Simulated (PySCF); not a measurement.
## B2H6S2: core ionisation energies

(H2B-mu-SH)2.
Geometry (PBE0-D3(BJ)/def2-SVP, Å), atoms numbered from 1 in this order:
```
atom  x, y, z in Å
B1     1.256    0.062    0.385
H2     1.419    0.294    1.561
H3     2.238   -0.080   -0.304
S4     0.019    1.441   -0.275
B5    -1.273    0.040    0.213
H6    -2.152   -0.116   -0.602
H7    -1.596    0.268    1.356
S8     0.004   -1.453    0.298
H9     0.112    1.189   -1.601
H10    0.098   -1.723   -1.026
```

Computed, not measured: delta-SCF UKS SCAN, pcX-2 on the ionised atom, pcseg-1 elsewhere, spin-free X2C in PySCF 2.14.0. Each binding energy is the total energy of the core-ionised species, with the hole localised on one atom, minus that of the ground state; both are solved self-consistently, so orbital relaxation is included.

**Question.** Give the core binding energies atom by atom.

**Answer.** 
| atom(s) | environment | level | binding energy (eV) | count |
| --- | --- | --- | --- | --- |
| B1/B5 | boron bonded to 2 S and 2 H | B 1s | 195.63 | 2 |
| S4/S8 | sulfur bonded to 2 B and H | S 1s | 2478.19 | 2 |

**Question.** What is the longest wavelength that can ionise S 1s of S4/S8 vertically?

**Answer.** λ = hc/E = 12398.42 eV Å / 2478.19 eV = 5.003 Å.

Atoms equivalent by their bonding share one computed value, that of the first of them. Not every level is listed. Isolated species at its PBE0-D3(BJ)/def2-SVP geometry (one conformer only).
